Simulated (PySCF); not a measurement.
C3H5NOSi, SMILES C1=CC=N[Si@@H]1O.

Coordinates come from a PBE0-D3(BJ)/def2-SVP optimisation. The structure was generated by enumeration; whether it is a known compound was not checked. Other conformers were not sampled.

Two levels are set side by side: TDA-PBE/def2-SVPD (PySCF) and TDA-CAM-B3LYP/def2-SVPD (PySCF). Vertical, same geometry. The lowest singlet is HOMO→LUMO 100 % with PBE and HOMO→LUMO 94 % with the other functional; states are paired by order. Differences are taken from unrounded values.

```json
[
 {"quantity": "lowest singlet excitation (eV)", "TDA-CAM-B3LYP": "3.68"},
 {"quantity": "lowest triplet excitation (TDA) (eV)", "TDA-CAM-B3LYP": "3.03"},
 {"quantity": "first bright state (f over 0.05) (eV)", "TDA-CAM-B3LYP": "5.09"},
 {"quantity": "its oscillator strength", "TDA-CAM-B3LYP": "0.06"}
]
```

What does TDA-PBE give, and how far is it from TDA-CAM-B3LYP? (Estimate from the structure and the level; the computed values follow.)


```
quantity                               TDA-PBE  TDA-PBE minus TDA-CAM-B3LYP
-------------------------------------  -------  ---------------------------
lowest singlet excitation (eV)            3.03                        -0.65
lowest triplet excitation (TDA) (eV)      2.58                        -0.44
first bright state (f over 0.05) (eV)     6.10                         1.01
its oscillator strength                   0.06                         0.01
```

A lower first singlet is the usual sign of a functional without exact exchange. Differences between two approximate levels are no errors against the true value.

Rough cost on one machine, each run with all the roots and properties that it gave: TDA-CAM-B3LYP against TDA-PBE about 3 times.
